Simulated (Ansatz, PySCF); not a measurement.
Ge(F)(OH)2(NH2) (FGeH₄NO₂), SMILES [NH2][Ge]([OH])([OH])[F]. Atoms are numbered in the order given.

```xyz
9

N     -1.5845    -0.8508    -0.0085
Ge    -0.0183    -0.0013    -0.0117
O     -0.3023     1.7312    -0.0552
O      0.9915    -0.6598    -1.2886
F      0.9259    -0.2342     1.4314
H     -2.4136    -0.2688     0.0287
H     -1.6840    -1.6169    -0.6648
H      0.3418     2.2184     0.4711
H      1.9214    -0.6922    -1.0368
```

Coordinates come from a PBE0-D3(BJ)/def2-SVP optimisation. The values are those of a single conformer.

Two levels are set side by side: PBE-D3(BJ)/def2-SVP (Ansatz, a quantum-chemistry and plane-wave program) and PBE0-D3(BJ)/def2-SVP (Ansatz). Each level has its own optimised geometry; the coordinates shown are those of the second. Frequencies come from the Hessian of PySCF at each geometry. Differences are taken from unrounded values.

```
quantity                            PBE0-D3(BJ)  PBE-D3(BJ)  PBE-D3(BJ) minus PBE0-D3(BJ)
----------------------------------  -----------  ----------  ----------------------------
mean bond length (Å)                      1.374       1.391                         0.018
bond N1–Ge2 (Å)                           1.782       1.806                         0.024
bond Ge2–O3 (Å)                           1.756       1.781                         0.025
bond Ge2–O4 (Å)                           1.756       1.781                         0.025
bond Ge2–F5 (Å)                           1.740       1.761                         0.021
bond N1–H6 (Å)                            1.014       1.024                         0.011
bond N1–H7 (Å)                            1.014       1.024                         0.011
bond O3–H8 (Å)                            0.964       0.976                         0.012
bond O4–H9 (Å)                            0.964       0.976                         0.012
highest harmonic wavenumber (cm⁻¹)         3903        3723                          -180
mean harmonic wavenumber (cm⁻¹)            1170        1126                           -44
zero-point energy (kcal/mol)              35.13       33.81                         -1.32
```

GGA bonds tend to be longer and softer than those of functionals with exact exchange. Differences between two approximate levels are no errors against the true value.
